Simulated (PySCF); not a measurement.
Non-relativistic Hamiltonian, a single conformation, fast rotation and ring inversion assumed for equivalent nuclei, in vacuum. Coordinates at the GFN2-xTB level; shielding tensors at PBE0/pcSseg-1 (GIAO); PySCF 2.14.

δ = σ(ref) − σ, references computed at the same level: TMS for ¹H (31.72 ppm), ¹³C (186.93 ppm). Acid and N–H amide carbonyl carbons lie up to 10 ppm further downfield in solution (hydrogen bonding). Shifts are as computed. Against solution values, carbons near 30 ppm lie about +3 ppm off and those near 130 ppm about +5 ppm; carbons on Cl a further +6 ppm. Of 1211 compounds with measured shifts, 218 miss one by over three times the rms of a fit or turn the order of signals round; such compounds aren't used in these exercises. Carbons bonded to Cl come out too deshielded. OH and NH positions are gas-phase values without hydrogen bonding to other molecules.

**Question.** Order these molecules by the shift of their most shielded carbon, lowest δ first.
A. CC(=O)N[SiH3]
B. F/C([SiH3])=C/[SiH2]P
C. CO[Si@@H]1CC(C(C)=O)=C1F

**Answer.** C (14.5 ppm, allylic sp3 CH2 bonded to Si), A (23.8 ppm, methyl carbon α to a carbonyl), B (119.4 ppm, alkene CH).

**Question.** Order these molecules by the shift of their most deshielded carbon, lowest δ first.
A. F/C([SiH3])=C/[SiH2]P
B. CC1=C[C@@H]2C[C@H]1C=C2C
C. CO[Si@@H]1CC(C(C)=O)=C1F
D. CC(=O)N[SiH3]

**Answer.** B (166.1 ppm, fully substituted alkene carbon), D (178.5 ppm, amide carbonyl carbon), A (185.0 ppm, fully substituted alkene carbon), C (197.1 ppm, ketone carbonyl carbon).

**Question.** How many ¹³C and ¹H signals does each give (equivalence by symmetry and fast rotation, but not about amide C–N or C=N bonds)? `CC1=C[C@@H]2C[C@H]1C=C2C`, `CO[Si@@H]1CC(C(C)=O)=C1F`, `N#Cc1ccc(Cl)cc1`, `F/C([SiH3])=C/[SiH2]P`, `CC(=O)N[SiH3]`

**Answer.** CC1=C[C@@H]2C[C@H]1C=C2C: 5 C, 4 H; CO[Si@@H]1CC(C(C)=O)=C1F: 6 C, 5 H; N#Cc1ccc(Cl)cc1: 5 C, 2 H; F/C([SiH3])=C/[SiH2]P: 2 C, 4 H; CC(=O)N[SiH3]: 2 C, 3 H.
